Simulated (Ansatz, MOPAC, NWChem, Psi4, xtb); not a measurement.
# How methods differ on HBr (hydrogen bromide)

HBr, singlet, SMILES `Br`. Each level relaxes the structure for itself.

Quantity: the equilibrium bond length, in Å. The values are calculated.

Question: The value from experiment is 1.414 Å (Huber and Herzberg, Constants of Diatomic Molecules). From what is known of these methods, estimate their order from the nearest to it to the farthest.
A. TPSS/def2-SVP (density fitting) (Psi4)
B. PM6 (MOPAC)
C. PBE-D4/def2-SVP (density fitting) (Psi4)
D. r2SCAN-D4/def2-SVP (density fitting) (Psi4)
E. PBE0-D3(BJ)/def2-SVP (NWChem)

Answer: E (1.422 Å, +0.008), D (1.425 Å, +0.011), A (1.430 Å, +0.016), C (1.435 Å, +0.021), B (1.450 Å, +0.036).
